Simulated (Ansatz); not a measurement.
Li₅H₄. Total charge 0; doublet. Geometry PBE-D4/def2-TZVP; atoms count from 1.

```csv
atom,x (Å),y (Å),z (Å)
Li1,-0.2460,-1.4884,-1.0312
Li2,1.1056,-1.4934,1.2372
Li3,-1.3312,-0.4666,1.1506
Li4,1.0528,0.8534,0.1395
Li5,-1.0993,1.4531,-1.2391
H6,0.2954,0.0656,1.6745
H7,-1.4793,-0.1625,-0.6675
H8,1.3509,-0.9123,-0.4615
H9,0.3512,2.1513,-0.8025
```

Another isomer (doublet) lies 0.21 eV lower at PBE0-D4/def2-TZVP; other spin states weren't run for this one.

Problem. Estimate the Mulliken populations from the PBE0/def2-TZVP orbitals of Ansatz.

Solution. 
```csv
atom,charge (e),spin (α − β)
Li1,0.37,0.34
Li2,0.16,0.38
Li3,0.38,0.33
Li4,0.48,0.00
Li5,0.59,0.01
H6,-0.45,-0.02
H7,-0.61,-0.03
H8,-0.44,-0.02
H9,-0.48,0.00
```
Mulliken values and Mayer orders depend strongly on the basis.

Problem. Where does the spin sit?

Solution. Summed by element: Li 1.06, H -0.06, of 1 unpaired in all. Largest on single atoms: Li2 0.38, Li1 0.34, Li3 0.33.
